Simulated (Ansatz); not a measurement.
Consider the formal exchange of groups at the Si–C bond: `O=C(O)C[SiH2]F` + `C=CC[SiH](F)F` → `F[SiH2]C[SiH](F)F` + `C=CCC(=O)O`.

Program: Ansatz. Geometries: PBE0-D4/def2-TZVP. ΔE: electronic, gas phase. CBS: MP2 limit from def2 TZ/QZ plus the TZ coupled-cluster correction, frozen cores. DFT in def2-TZVPP. B3LYP here is the variant with VWN-RPA as its local correlation; programs differ in this. One conformer a species, not always the lowest.

```
         level  ΔE (kJ/mol)
        PBE-D4         -9.3
      B3LYP-D4        -10.5
        B2PLYP        -11.8
 HF/def2-TZVPP        -15.2
 HF/def2-QZVPP        -15.5
MP2/def2-QZVPP        -12.1
  HF/CBS(def2)        -15.6
 MP2/CBS(def2)        -12.1
```

Question: What does CCSD(T)/CBS give? (Best estimate.)

Answer: The calculation gave: -12.7 kJ/mol. The listed levels differ from it by 3.4, 2.2, 0.9, -2.5, -2.8, 0.6, -2.9, 0.6 kJ/mol.

Largest T1 diagnostic among the species: 0.014.
